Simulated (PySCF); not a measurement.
PySCF 2.14 output of an unrestricted PBE0 calculation on a single atom or ion in aug-cc-pVTZ (8s7p5d3f2g, 93 functions), with no relativity, point nucleus:

```
SCF conv_tol = 1e-09
number electrons alpha = 14  beta = 10
    C. Adamo and V. Barone.,  J. Chem. Phys. 110, 6158 (1999)
    M. Ernzerhof and G. E. Scuseria.,  J. Chem. Phys. 110, 5029 (1999)
cycle= 1 E= -943.730553611245  delta_E= -0.0164  |g|= 0.0438  |ddm|=  2.9
cycle= 2 E= -943.731208169051  delta_E= -0.000655  |g|= 0.0545  |ddm|= 0.816
cycle= 3 E= -943.73237093486  delta_E= -0.00116  |g|= 0.0174  |ddm|= 0.247
cycle= 4 E= -943.732675113641  delta_E= -0.000304  |g|= 0.00222  |ddm|= 0.247
cycle= 5 E= -943.732728665897  delta_E= -5.36e-05  |g|= 0.000482  |ddm|= 0.129
cycle= 6 E= -943.732729810683  delta_E= -1.14e-06  |g|= 0.000458  |ddm|= 0.0132
cycle= 7 E= -943.732730009122  delta_E= -1.98e-07  |g|= 4.56e-05  |ddm|= 0.00261
cycle= 8 E= -943.732730014321  delta_E= -5.2e-09  |g|= 6.64e-06  |ddm|= 0.000833
cycle= 9 E= -943.73273001449  delta_E= -1.69e-10  |g|= 1.41e-06  |ddm|= 0.000179
converged SCF energy = -943.73273001449  <S^2> = 6.0751126  2S+1 = 5.0299553
```

The run itself started from symmetry-adapted Hartree-Fock orbitals and held the occupation by maximum overlap, on a logarithmic radial grid, so the iterations belong to that start.

Q: Which element, charge and spin multiplicity is this?

A: V⁻ (vanadium, charge -1), multiplicity 5; the state was [Ar] 3d4 4s2, high-spin 5D determinant.

⟨S²⟩ = 6.08 against 6.00 shows spin contamination. At PBE0 the highest occupied level has a positive energy, so only the finite basis holds that electron; in a semilocal or global hybrid functional this comes from self-interaction and does not mean that the real anion is unbound.
